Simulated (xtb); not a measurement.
xtb input (GFN2-xTB):

```bash
xtb mol.xyz --gfn 2 --sp --chrg 1 --uhf 0
```
mol.xyz:
```
3

Sc     0.38147081     0.18478914     0.12900399
F     -0.65158491     0.88829231    -1.12099913
F     -0.23851365    -1.31946697     0.81998983
```

End of the output:

```
         :::::::::::::::::::::::::::::::::::::::::::::::::::::
         ::                     SUMMARY                     ::
         :::::::::::::::::::::::::::::::::::::::::::::::::::::
         :: total energy             -10.061721644002 Eh    ::
         :: gradient norm              0.004522663898 Eh/a0 ::
         :: HOMO-LUMO gap              3.257882582079 eV    ::
         ::.................................................::
         :: SCC energy               -10.086858119642 Eh    ::
         :: -> isotropic ES            0.257681603234 Eh    ::
         :: -> anisotropic ES          0.005187044639 Eh    ::
         :: -> anisotropic XC         -0.015155101352 Eh    ::
         :: -> dispersion             -0.000741091343 Eh    ::
         :: repulsion energy           0.025136475641 Eh    ::
         :: add. restraining           0.000000000000 Eh    ::
         :: total charge               1.000000000000 e     ::
         :::::::::::::::::::::::::::::::::::::::::::::::::::::

           -------------------------------------------------
          |                Property Printout                |
           -------------------------------------------------

    * Orbital Energies and Occupations

         #    Occupation            Energy/Eh            Energy/eV
      -------------------------------------------------------------
         1        2.0000           -1.1494788             -31.2789
         2        2.0000           -1.1432721             -31.1100
         3        2.0000           -0.8226725             -22.3861
         4        2.0000           -0.8094653             -22.0267
         5        2.0000           -0.7978706             -21.7112
         6        2.0000           -0.7910535             -21.5257
         7        2.0000           -0.7894510             -21.4821
         8        2.0000           -0.7873739             -21.4255 (HOMO)
         9                         -0.6676489             -18.1677 (LUMO)
        10                         -0.6384759             -17.3738
        11                         -0.6380315             -17.3617
        12                         -0.6376367             -17.3510
        13                         -0.6275250             -17.0758
        14                         -0.6018383             -16.3769
Note: The following floating-point exceptions are signalling: IEEE_DENORMAL
normal termination of xtb
        15                         -0.4426097             -12.0440
        16                         -0.1502858              -4.0895
        17                         -0.0726148              -1.9759
      -------------------------------------------------------------
                  HL-Gap            0.1197250 Eh            3.2579 eV
             Fermi-level           -0.7275114 Eh          -19.7966 eV

     #   Z          covCN         q      C6AA      α(0)
     1  21 Sc       1.289     1.299   255.162    33.939
     2   9 F        0.644    -0.149    10.751     3.870
     3   9 F        0.644    -0.149    10.751     3.870

 Mol. C6AA /au·bohr⁶  :        476.716453
 Mol. C8AA /au·bohr⁸  :      42619.708276
 Mol. α(0) /au        :         41.678260

Wiberg/Mayer (AO) data.
largest (>0.10) Wiberg bond orders for each atom

 ---------------------------------------------------------------------------
     #   Z sym  total        # sym  WBO       # sym  WBO       # sym  WBO
 ---------------------------------------------------------------------------
     1  21 Sc   2.615 --     2 F    1.307     3 F    1.307
     2   9 F    1.405 --     1 Sc   1.307
     3   9 F    1.405 --     1 Sc   1.307
 ---------------------------------------------------------------------------

Topologies differ in total number of bonds
Writing topology from bond orders to xtbtopo.mol

molecular dipole:
                 x           y           z       tot (Debye)
 q only:        1.187       0.575       0.402
   full:        2.097       1.016       0.709       6.189
molecular quadrupole (traceless):
                xx          xy          yy          xz          yz          zz
 q only:        1.490       0.702      -0.924      -0.086       1.828      -0.565
  q+dip:        2.525       1.459      -1.415       0.299       2.485      -1.110
   full:        3.523       1.191      -2.449      -0.972       5.389      -1.074

           -------------------------------------------------
          | TOTAL ENERGY              -10.061721644002 Eh   |
          | GRADIENT NORM               0.004522663898 Eh/α |
          | HOMO-LUMO GAP               3.257882582079 eV   |
           -------------------------------------------------

------------------------------------------------------------------------
------------------------------------------------------------------------
 total:
 SCF:
```
